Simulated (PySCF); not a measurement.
**Dipole response of Pb⁻ (lead, charge -1)**

[Xe] 4f14 5d10 6s2 6p3, high-spin 4S determinant. Computed with PySCF 2.14 in aug-cc-pwCVTZ-DK3 (11s10p8d5f1g, 125 functions), with the spin-free X2C one-electron Hamiltonian (Gaussian nucleus). Coupled (time-dependent) response in atomic units; α is the mean over directions.

```
method  mean α (bohr³)  C₆ (like pair)  S(−4)
   UHF           186.4            3482  15480
```

S(−4) is the Cauchy moment in α(ω) = α(0) + S(−4) ω² + …

α(iu) at UHF:

```json
{"u (hartree)": "0", "α(iu) (bohr³)": "186.4"}
{"u (hartree)": "0.0500", "α(iu) (bohr³)": "156.5"}
{"u (hartree)": "0.100", "α(iu) (bohr³)": "112.5"}
{"u (hartree)": "0.200", "α(iu) (bohr³)": "60.73"}
{"u (hartree)": "0.300", "α(iu) (bohr³)": "37.63"}
{"u (hartree)": "0.500", "α(iu) (bohr³)": "19.21"}
{"u (hartree)": "0.750", "α(iu) (bohr³)": "11.10"}
{"u (hartree)": "1.00", "α(iu) (bohr³)": "7.564"}
{"u (hartree)": "1.50", "α(iu) (bohr³)": "4.440"}
{"u (hartree)": "2.00", "α(iu) (bohr³)": "3.021"}
{"u (hartree)": "3.00", "α(iu) (bohr³)": "1.699"}
{"u (hartree)": "5.00", "α(iu) (bohr³)": "0.7605"}
```

A single London oscillator, α(iu) = α/(1 + u²/ω²), gives C₆ = (3/4) ω α². Matching the computed C₆ needs ω = 4 × 3482 / (3 × 186.4²) = 0.134 hartree.

For an ion, C₆ is the dispersion term alone; charge-induced terms of lower order in 1/R come first.

Spin-orbit coupling, which splits the p, d and f shells strongly at this Z, is absent. Spin-orbit coupling is strong in this species (close to jj coupling), so the high-spin LS determinant is a model state, not a physical level.
